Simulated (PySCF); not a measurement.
## Checking a proposed structure

A compound C4H7FSi2 gives the data below (simulated from a calculation) and was assigned the structure `F[SiH]1C=C[SiH2]C=C1`.

13C{1H} NMR (computed): δ 182.4 (C), 154.6 (CH), 151.0 (CH), 117.9 (CH).

1H NMR (400 MHz, computed): δ 7.43 (m, 1H), 7.25 (m, 1H), 6.21 (m, 1H), 4.90 (m, 2H), 4.66 (m, 2H).

[PySCF 2.14: GIAO PBE0/pcSseg-1 shieldings; GFN2-xTB structure; in vacuum; single conformer; no relativistic terms; averaged over atoms made equivalent by symmetry, fast rotation or ring inversion]

References, each an isolated molecule treated in the same way: 1H and 13C against TMS.

Task: Compare with the shifts computed for the proposed structure, pairing carbons in order of shift.

Result: Atoms are numbered as in `[F:1][SiH:2]1[CH:3]=[CH:4][SiH2:5][CH:6]=[CH:7]1` (H(Xn): hydrogen on atom n).

| atom | computed for proposal | given list | difference |
| --- | --- | --- | --- |
| C3 | 157.1 | 182.4 | -25.3 |
| C7 | 157.1 | 154.6 | +2.5 |
| C4 | 154.8 | 151.0 | +3.8 |
| C6 | 154.8 | 117.9 | +36.9 |

The rms difference is 22.5 ppm and the largest +36.9 ppm at C6 (alkene CH). The proposal also would give 2 carbon signals, not 4. The carbon types in order of shift don't match either: CH, CH, CH, CH for the proposal against C, CH, CH, CH in the data. The proposal doesn't fit.

Task: Which isomer fits?

Result: `FC1=C[SiH2]C=C[SiH2]1`.

- Carbon types of the structure: 1 × C, 3 × CH, leaving 4 H on heteroatoms.
- δC 182.4: fully substituted alkene carbon.
- δC 154.6, 151.0, 117.9: alkene CH; an sp2 carbon of a C=C bond.
- δH 7.43, 7.25, 6.21: hydrogen on an alkene CH; attached to an sp2 carbon and in the plane of the double bond.
- δH 4.90, 4.66: hydrogen on a silicon bonded to 2 C, in a 6-membered ring.

The shifts were computed for this structure.

Splittings by 19F in the carbon and heteronuclear signals aren't shown, as no couplings were computed. Shifts are as computed. Against solution values, carbons near 30 ppm lie about +3 ppm off and those near 130 ppm about +5 ppm (rms about the fit 2.1 ppm; single classes can miss by 10 ppm). Of 1328 compounds with measured shifts, 309 miss one by over three times the rms of a fit or turn the order of signals round; such compounds aren't used in these exercises. Signals without a measured value on file couldn't be tested in this way; 1H shifts scatter by 0.2 ppm about their fit, and single ones miss by 0.5 ppm. Multiplicities follow the n + 1 count of equivalent neighbours, as no J values were calculated; m marks all less simple cases, F and P coupling included.
